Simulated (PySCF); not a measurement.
Species: C3H6F2Ge.
Atom-mapped SMILES: `[CH2:1]=[C:2]([CH2:3][F:4])[GeH2:5][F:6]` (hydrogens: H7, H8 on C1; H9, H10 on C3; H11, H12 on Ge5)

Theory: PySCF 2.14.0, PBE0-D3(BJ)/def2-SVP geometry optimisation, gas phase.

Question: What internal coordinates does the optimisation give?

Answer: 
```csv
bond,length (Å),order
C1=C2,1.337,double
C2–C3,1.497,single
C3–F4,1.376,single
C2–Ge5,1.941,single
Ge5–F6,1.750,single
C1–H7,1.097,single
C1–H8,1.094,single
"C3–H9, C3–H10",1.104,single
"Ge5–H11, Ge5–H12",1.535,single
```

Bonds in one row agree within 0.01 Å and their mean is given. Orders are formal, as drawn. A selection of angles:
```csv
angle,degrees
C2–C1–H7,121.8
C2–C1–H8,122.1
H7–C1–H8,116.2
C1–C2–C3,122.9
C1–C2–Ge5,120.5
C3–C2–Ge5,116.5
C2–C3–F4,110.1
C2–C3–H9,109.7
C2–C3–H10,111.6
F4–C3–H9,107.8
F4–C3–H10,108.8
H9–C3–H10,108.7
C2–Ge5–F6,105.5
C2–Ge5–H11,114.9
C2–Ge5–H12,109.8
F6–Ge5–H11,106.1
F6–Ge5–H12,107.0
H11–Ge5–H12,112.9
```

Dihedral angles: C1–C2–C3–F4 -142° (anticlinal); C1–C2–Ge5–F6 -123° (anticlinal). The mirror-image conformer, all signs reversed, is as good.

Ge5 (germanium bonded to C, F and 2 H) is distorted tetrahedral (angles from 105.5° to 114.9°). Of the pairs four or more bonds apart, H7···H10 is among the closest relative to their van der Waals radii: 2.47 Å, 103 % of the sum of Bondi's values. The C–C distances run from 1.337 Å (C1=C2, drawn double) to 1.497 Å (C2–C3, drawn single), a spread of 0.160 Å.

Point group: C1 (no symmetry element, even within 0.4 Å). Whether it is a minimum is left open (no frequencies). One conformer, not necessarily the lowest.

Hardware: an Arm Neoverse V2 with one thread, shared host. Cost: 94 s, 0.50 GiB resident at most. That covers the optimisation of the geometry.
